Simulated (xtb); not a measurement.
HO$_{3}$W, charge +1, singlet, at a GFN2-xTB geometry (such geometries of metal compounds can be far from the true shape) (the multiplicity is a formal guess). Base run: GFN2-xTB (xtb).

Geometry (Å):
```xyz
5

W      0.0741     0.0704     0.0992
O      1.3812    -0.6639    -0.7781
O     -0.7522    -1.0768     1.1084
O     -1.0985     0.9210    -1.0407
H     -1.7283     1.3504    -1.6589
```
Charge +1, spin multiplicity 1.
All else is at xtb's defaults.
Base energy -14.63182 Eh.

The base run was repeated with changes; each row names its change, and settings that it needs were set with it.

```tsv
change	ΔE vs base (kJ/mol)	HOMO-LUMO gap (eV)	SCF cycles
base	0.00	1.92	104
file = coord	0.00	1.92	112
etemp = 10000	___	___	50
alpb = thf	-207.0	1.95	74
etemp = 5000	-25.12	2.11	82
etemp = 3000	___	___	79
acc = 1000	0.60	1.94	82
```

**Question.** Fill in the missing entries.

**Answer.** 
- etemp = 10000, ΔE vs base (kJ/mol): -158.6
- etemp = 10000, HOMO-LUMO gap (eV): 2.55
- etemp = 3000, ΔE vs base (kJ/mol): -3.37
- etemp = 3000, HOMO-LUMO gap (eV): 1.96

ALPB and GBSA are two models with their own fitted parameters for each solvent, which aren't always the measured dielectric constant.
